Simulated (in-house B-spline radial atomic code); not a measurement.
## Ionising the rubidium ion Rb³⁺ with different functionals

Computed with a radial B-spline atomic code at the basis-set limit: four-component Dirac-Coulomb Hamiltonian, Fermi nucleus of rms radius 4.2036 fm, spin-restricted, spherical fractional occupations for the functionals, and exact exchange of hybrids averaged over the configuration. The ionisation energy is the difference of two self-consistent energies, [Ar] 3d10 4s2 4p4 → [Ar] 3d10 4s2 4p3, without Breit or QED terms; ε is the level of the shell that loses the electron (mean over j). The electron is taken from both j subshells in proportion to 2j + 1, so the result is a j average, not the step between ground levels.

| method | rung | ΔSCF (eV) | -ε(4p) (eV) |
| --- | --- | --- | --- |
| BHandHLYP | global hybrid | 53.49 | 50.35 |
| B97-1 | global hybrid | 53.55 | 48.28 |
| wB97X | range-separated hybrid | 53.42 | 51.12 |
| LC-wPBE | range-separated hybrid | 53.70 | 51.69 |

(1) Among the functionals, which spreads more, the ΔSCF values or the orbital energies?

(2) How do they compare with the NIST value?

## Answers

(1) The orbital energies: ΔSCF values span about 0.28 eV and the orbital energies 3.40 eV; here energy differences depend much less on the functional than eigenvalues do.

(2) NIST lists 52.2 eV ± 0.25 (semi-empirical, ground level to ground level). Errors run from +1.22 to +1.50 eV. The correlated functionals all miss on the same side by more than they spread, so the cause is common to them (Breit-QED terms, spin polarisation, the choice among j levels, multiplet and fine-structure energies, or a listed next ion that isn't the cheapest removal here) and closeness doesn't rank the functionals.
